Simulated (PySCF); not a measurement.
H₄OSeSiZn. Atoms are numbered in the order given.

```xyz
8

Zn     0.0688     0.0989    -0.1688
Se    -1.0217     0.9978     1.6295
H     -2.2841     0.3523     1.2111
O      0.9387    -0.5036    -1.5957
Si     1.5772    -1.8748    -2.2430
H      0.5115    -2.8513    -2.6379
H      2.4857    -2.5784    -1.2801
H      2.3703    -1.5399    -3.4623
```

Coordinates come from a B3LYP-D3(BJ)/def2-SVP optimisation. The structure was generated by enumeration; whether it is a known compound was not checked. One conformer was computed; it need not be the lowest.

Computed with PBE/def2-TZVP (PySCF).

The molecule is in vacuum.

Computed frontier levels, gap, dipole moment and polarisability:
```
Quantity                                                                                                        Result
---------------------------------------------------------------------------------------------  -----------------------
highest occupied level                                                                                        -6.20 eV
lowest empty level                                                                                            -2.28 eV
orbital gap                                                                                                    3.92 eV
dipole moment                                                                                                   1.25 D
quadrupole, principal values (traceless, Buckingham form, about the centre of nuclear charge)    -7.61, 0.15, 7.46 D·Å
mean static polarisability                                                                       84.4 bohr³ (12.51 Å³)
polarisability, principal values                                                               67.1, 67.5, 118.7 bohr³
```
